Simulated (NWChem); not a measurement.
System: ZnNH3; SMILES [NH2][ZnH]

The following NWChem deck was run.

```
start job
memory heap 200 mb stack 900 mb global 1100 mb
geometry units angstroms noautoz
  Zn    -0.007373    -0.368755    -0.040580
  H     -0.009245    -1.898811    -0.050133
  N     -0.002330     1.443368    -0.144549
  H     -0.819300     1.977556     0.136700
  H      0.821641     1.968677     0.133345
end
basis spherical
  * library def2-svp
end
dft
  xc xwpbe 1.00 cpbe96 1.0 hfexch 1.00
  cam 0.3 cam_alpha 0.0 cam_beta 1.0
  iterations 150
  vectors input atomic output neutral.movecs
end
task dft energy
charge 1
dft
  odft
  mult 2
  vectors input atomic output cation.movecs
end
task dft energy
```

Coordinates come from a PBE0/def2-SVP optimisation.

Ions are spin-unrestricted doublets at the neutral geometry; other ion states weren't tried. Functional: LC-ωPBE (HJS hole) with def2-SVP; the question gives the range parameter ω in 1/bohr.

**Question.** Predict the main results of this run. (LC-wPBE (HJS exchange hole, range parameter 0.3 per bohr)/def2-SVP, vertical spin-unrestricted ions.) Quantities: vertical ionisation energy, ΔSCF (eV); −ε(HOMO) (eV).

**Answer.** 
| Property | Value |
|---|---|
| vertical ionisation energy, ΔSCF (eV) | 9.04 |
| −ε(HOMO) (eV) | 8.44 |
